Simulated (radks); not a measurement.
The numbers below are computed, except where a source is named.
All-electron atom: Tb4+ in [Xe] 4f7. Level of theory: Dirac Kohn-Sham, PBEsol, spin-unpolarised, spherical densities, finite nucleus; open shells are shared between the two j in proportion to 2j + 1; Fermi nuclear charge, rms radius 5.06 fm (a radial shooting solver on a logarithmic mesh with Libxc functionals).

Radial electron density D(r) = 4 pi r^2 rho(r):

```
   r/bohr * D(r) (the largest magnitude, 113, reaches the edge; | marks zero)
0.0008839 | *
  0.00117 |  *
 0.001535 |   *
 0.002031 |      *
 0.002688 |         *
 0.003528 |             *
 0.004668 |                   *
 0.006127 |                          *
 0.008106 |                                 *
  0.01064 |                                       *
  0.01408 |                                          *
  0.01863 |                                         *
  0.02445 |                                      *
  0.03235 |                                      *
  0.04246 |                                            *
  0.05618 |                                                     *
  0.07375 |                                                      *
  0.09758 |                                             *
   0.1291 |                                          *
   0.1695 |                                                *
   0.2242 |                                           *
   0.2943 |                          *
   0.3894 |                     *
   0.5111 |                        *
   0.6763 |                 *
   0.8948 |        *
    1.175 |     *
    1.554 |  *
     2.04 |*
    2.699 *
    3.543 *
    4.687 *
```

D(r) has 4 maxima, at r = 0.0150, 0.0665, 0.185, 0.503 bohr, and minima at 0.0289, 0.121, 0.362 bohr, inside which lie 2.02, 11.17, 29.40 electrons.
